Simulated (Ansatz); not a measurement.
# Active spaces for TiN, doublet

Computed with Ansatz's Gaussian-basis code (development build); NEVPT3, NEVPT4(SD), MRCISD by development code. Basis cc-pV(T+d)Z, nonrelativistic, 10 orbitals frozen in the corrections. State-specific CASSCF; RHF is the lowest restricted (open-shell) Hartree–Fock solution met. Letters tell apart solutions met in one space. Solutions may break the symmetry of the shape. The lowest solution met needn't be the lowest there is, nor hold the orbitals that a chemist would pick.

Geometry: bond length 1.8214 Å.

CASSCF less RHF, in eV, and natural occupations:

| CAS | CASSCF | occupations |
| --- | --- | --- |
| (7,9) a | -6.469 | 1.87, 1.83, 1.83, 1.00, 0.16, 0.16, 0.13, 0.01, 0.01 |
| (7,9) b | -6.141 | 1.88, 1.85, 1.85, 1.00, 0.14, 0.14, 0.12, 0.00, 0.00 |
| (7,9) c | -5.261 | 1.89, 1.89, 1.89, 1.00, 0.11, 0.11, 0.11, 0.00, 0.00 |

Question: What totals less RHF do the corrections give on each solution?

Answer: 

```tsv
CAS	SC-NEVPT2	FIC-NEVPT2	NEVPT3	NEVPT4(SD)	MRCISD
(7,9) a	-10.692	-10.745	-11.150	-11.334	-11.126
(7,9) b	-10.681	-10.743	-11.055	-11.301	-11.056
(7,9) c	-10.029	-10.092	-10.436	-10.704	-10.418
```

Question: In CAS(7,9), is the solution lowest in CASSCF also lowest after SC-NEVPT2?

Answer: Yes: (7,9) a stays lowest, 0.01 eV under the next.
